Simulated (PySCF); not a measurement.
**Excitation energy of B⁺ by level of theory**

B⁺ [He] 2s2 (1S) → B⁺ [He] 2s1 3s1 (3S), as a difference of total energies. All numbers are calculated (PySCF 2.14, no relativity, point nucleus, in aug-cc-pwCVDZ). Correlated levels: valence and next inner shell: nothing frozen. The calculations carry no spin-orbit coupling.

```
                                method  excitation energy (eV)
                                   UHF                  14.692
    MP2 (valence and next inner shell)                  15.562
CCSD(T) (valence and next inner shell)                  16.102
  CCSDT (valence and next inner shell)                  16.102
```

Question: Estimate what SCS-MP2 (valence and next inner shell) gives.

Answer: 15.795 eV, closest to MP2 (valence and next inner shell) among the rows shown.

Question: Estimate what CCSD (valence and next inner shell) gives.

Answer: 16.095 eV, closest to CCSD(T) (valence and next inner shell) among the rows shown.

Errors of the correlated levels include the incompleteness of this basis.

For comparison: 16.090 eV (measured; NIST levels).
